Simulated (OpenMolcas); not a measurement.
**Al I: input and output**

Input:

```
&GATEWAY
Coord
1

Al 0.0 0.0 0.0
Basis=ANO-RCC
Group=XYZ
NoMove
AngMom=0.0 0.0 0.0
AMFI
&SEWARD
&RASSCF
FileOrb=start.orb
Symmetry=2
Spin=4
nActEl=3 0 0
Inactive=2 3
Ras2=1 3
CIRoot=1 1 1
SDav=1
CIMx=300
Iter=120 100
PrWF=0.3
OrbListing=Nothing
MaxOrb=0
Atom
>>> COPY $Project.JobIph JOBPRE
&RASSCF
FileOrb=start.orb
Symmetry=2
Spin=4
nActEl=3 0 2
Inactive=2 3
Ras2=1 3
Ras3=5 0
CIRoot=1 1 1
SDav=46
CIMx=300
Iter=120 100
PrWF=0.3
OrbListing=Nothing
MaxOrb=0
Thrs=2.0e-7 1.0e-1 5.0e-4
Atom
LevShft=1.5
>>> COPY $Project.JobIph JOB001
&RASSCF
FileOrb=start.orb
Symmetry=2
Spin=2
nActEl=3 0 2
Inactive=2 3
Ras2=1 3
Ras3=5 0
CIRoot=3 3 1
SDav=116
CIMx=300
Iter=120 100
PrWF=0.3
OrbListing=Nothing
MaxOrb=0
Thrs=2.0e-7 1.0e-1 5.0e-4
Atom
>>> COPY $Project.JobIph JOB002
&RASSCF
FileOrb=start.orb
Symmetry=1
Spin=4
nActEl=3 0 2
Inactive=2 3
Ras2=1 3
Ras3=5 0
CIRoot=3 3 1
SDav=28
CIMx=300
Iter=120 100
PrWF=0.3
OrbListing=Nothing
MaxOrb=0
Thrs=2.0e-7 1.0e-1 5.0e-4
Atom
>>> COPY $Project.JobIph JOB003
&RASSCF
FileOrb=start.orb
Symmetry=1
Spin=2
nActEl=3 0 2
Inactive=2 3
Ras2=1 3
Ras3=5 0
CIRoot=5 5 1
SDav=84
CIMx=300
Iter=120 100
PrWF=0.3
OrbListing=Nothing
MaxOrb=0
Thrs=2.0e-7 1.0e-1 5.0e-4
Atom
>>> COPY $Project.JobIph JOB004
&RASSI
NrOfJobIphs=3 3 3 5
1 2 3
1 2 3
1 2 3 4 5
IphNames
JOB002
JOB003
JOB004
EJob
SpinOrbit
DIPRint=1.0
SOCoupling=1000.0
Subsets=2
MEES
Property=10
'ANGMOM' 1 'ANGMOM' 2 'ANGMOM' 3 'MLTPL  1' 1 'MLTPL  1' 2 'MLTPL  1' 3
'AMFI' 1 'AMFI' 2 'AMFI' 3 'MLTPL  2' 6
SOProperty=3
'ANGMOM' 1 'ANGMOM' 2 'ANGMOM' 3
```

Launched by
```bash
OMP_NUM_THREADS=1 MOLCAS_MEM=2252 MOLCAS_PROJECT=a pymolcas a.inp > a.log  # once for each step of the input, in one work folder
```

A driver script runs the steps one by one and writes start.orb anew before each from the orbitals found so far.

Output, cut to the results:

```
--- SEWARD ---
Basis set label: AL.ANO-RCC.........

      Electronic valence basis set:
      ------------------
      Associated Effective Charge  13.000000 au
      Associated Actual Charge     13.000000 au
      Nuclear Model: Point charge

      Shell  nPrim  nBasis  Cartesian Spherical Contaminant
         s      17       9        X
         p      12       9        X
         d       5       5                 X
         f       3       3                 X
         g       2       2                 X
                  Relativistic Douglas-Kroll-Hess integrals:
                    - DKH order of Hamiltonian: 2
                    - DKH order of Properties : 0
                  Atomic mean-field integrals
--- RASSCF ---
Wave function specifications:
      -----------------------------

      Number of closed shell electrons          10
      Number of electrons in active shells       3
      Max number of holes in RAS1 space          0
      Max nr of electrons in RAS3 space          2
      Number of inactive orbitals                5
      Number of active orbitals                  9
      Number of secondary orbitals              86
      Spin quantum number                      1.5
      State symmetry                             2
Orbital specifications:
      -----------------------

      Symmetry species                           1   2
                                                ag  au
      Frozen orbitals                            0   0
      Inactive orbitals                          2   3
      Active orbitals                            6   3
      RAS1 orbitals                              0   0
      RAS2 orbitals                              1   3
      RAS3 orbitals                              5   0
      Secondary orbitals                        44  42
      Deleted orbitals                           0   0
      Number of basis functions                 52  48
      Number of CSFs                            46
      Number of root(s) required                 1
      Iter CI   SX   CI       RASSCF       Energy    max ROT     max BLB   max BLB  Level Ln srch  Step   QN
          iter iter root      energy       change     param      element    value   shift minimum  type update
 Nr of preliminary CI iterations:   1
        1   1   19    1  -242.02494920    0.00E+00   1.44E-02    4  22 1 -3.48E-04   0.91   0.00    SX    NO
        2   1   19    1  -242.02495412   -4.92E-06*  8.28E-03    4  22 1 -2.31E-04   0.91   0.00    SX    NO
        3   1   18    1  -242.02495592   -1.81E-06* -4.79E-03    4  22 1 -1.63E-04   0.91   0.00    SX    NO
        4   1   18    1  -242.02495665   -7.31E-07* -2.78E-03    4  22 1 -1.16E-04   0.91   0.00    SX    NO
        5   1   17    1  -242.02495698   -3.23E-07* -4.10E-03    4  22 1 -8.36E-05   0.91   2.50    LS   YES
        6   1   16    1  -242.02495723   -2.54E-07* -1.84E-03    4  20 1  3.86E-05   0.91   1.45    LS   YES
        7   1   14    1  -242.02495726   -2.75E-08   5.03E-04    5  23 1 -3.88E-05   0.91   1.01    QN   YES
      Convergence after  7 iterations
        8   1   14    1  -242.02495730   -4.32E-08   5.03E-04    5  23 1 -3.85E-05   0.91   1.01    QN   YES
      Natural orbitals and occupation numbers for root  1
      sym 1:   0.996012   0.359109   0.338363   0.302527   0.001991   0.001997
      sym 2:   0.358972   0.338331   0.302697
::    RASSCF root number  1 Total energy:   -242.02495730
--- RASSCF ---
Wave function specifications:
      -----------------------------

      Number of closed shell electrons          10
      Number of electrons in active shells       3
      Max number of holes in RAS1 space          0
      Max nr of electrons in RAS3 space          2
      Number of inactive orbitals                5
      Number of active orbitals                  9
      Number of secondary orbitals              86
      Spin quantum number                      0.5
      State symmetry                             2
Orbital specifications:
      -----------------------

      Symmetry species                           1   2
                                                ag  au
      Frozen orbitals                            0   0
      Inactive orbitals                          2   3
      Active orbitals                            6   3
      RAS1 orbitals                              0   0
      RAS2 orbitals                              1   3
      RAS3 orbitals                              5   0
...
--- RASSI ---
SPIN-FREE ENERGIES:
  (Shifted by EMIN (a.u.) =       -242.3555160851)

 SF State       Relative EMIN(au)   Rel lowest level(eV)    D:o, cm**(-1)      L_eff

     1             0.0000000000        0.0000000000              0.0000         1.0
     2             0.0000009209        0.0000250597              0.2021         1.0
     3             0.0000013791        0.0000375280              0.3027         1.0
     4             0.1192332790        3.2445028091          26168.6800         1.0
     5             0.1192332790        3.2445028091          26168.6800         1.0
     6             0.1192332790        3.2445028091          26168.6800         1.0
     7             0.1641790288        4.4675389663          36033.1318         2.0
     8             0.1641790288        4.4675389663          36033.1318         2.0
     9             0.1641790288        4.4675389663          36033.1318         2.0
    10             0.1641790293        4.4675389792          36033.1319         2.0
    11             0.1641790293        4.4675389792          36033.1319         2.0
     Dipole printing threshold changed to   1.00000000E+00

++ Dipole transition strengths (spin-free states):
   -----------------------------------------------
     for osc. strength at least  1.00000000E+00

  ( Max oscillator strength is only    4.4289897896051909E-004 )
--
Eigenvalues of complex Hamiltonian:
   -----------------------------------
  (Shifted by EMIN (a.u.) =       -242.3555160851)

 SO State       Relative EMIN(au)   Rel lowest level(eV)    D:o, cm**(-1)     J-value

     1            -0.0003223376        0.0000000000              0.0000         0.4
     2            -0.0003223376        0.0000000000              0.0000         0.4
     3             0.0001619107        0.0131770675            106.2802         1.3
     4             0.0001619107        0.0131770675            106.2802         1.3
...
```

The J values that RASSI prints are effective ones from its own formula and need not be integers or half-integers; the table below assigns J from the states.

Levels above the lowest, from the spin-orbit matrix, grouped by J:

```tsv
Configuration	Term	J	E (eV)	Measured (eV)	Term weight %
3s2 3p	2P*	1/2	0.0000	0.0000	100
3s2 3p	2P*	3/2	0.0132	0.0139	100
3s 3p2	4P	1/2	3.2457	3.5981	100
3s 3p2	4P	3/2	3.2502	3.6038	100
3s 3p2	4P	5/2	3.2578	3.6132	100
3s 3p2	2D	3/2	4.4761		100
3s 3p2	2D	5/2	4.4765		100
```

Against the 4 measured excited levels shown (NIST Handbook of Basic Atomic Spectroscopic Data) the mean absolute deviation is 2100 cm-1; the largest miss in energy is 3s 3p2 4P 5/2: computed 3.2578, measured 3.6132 eV (-9.8 %).

Without dynamic correlation excited terms often stand tens of per cent too high (terms of higher spin than the ground term too low), and those without a measured partner can miss by more than the paired ones. Configurations are named by rounded mean occupations; where the s occupation lies near a half they are strongly mixed, a name can repeat and a true partner stay unpaired. Some terms take much of their weight from 3d, a shell meant for correlation, so their names are nominal. Some terms mix strongly with configurations of 3d, whose occupation reaches 0.41 (3s 3p2 2D). Measured partners are found by configuration, term and J. A level has none where our copy of the source lacks it or the pairing is in doubt (some pairs that miss far off the trend of their configuration count as doubtful), and it then counts in no deviation. Only configurations of the active space appear. The first state left out of the spin-orbit step lies near 54000 cm-1 above the lowest spin-free state of the reference (among the parities and spins computed), and the list stops at four fifths of that energy or lower.

The RASSCF and RASSI steps took 81 s on 1 thread of Intel(R) Xeon(R) Platinum 8488C (Sapphire Rapids), with other jobs on the host; the integral step is not counted.

The term weight is that of the spin-free term in the level, not the purity of its configuration. * marks odd parity.
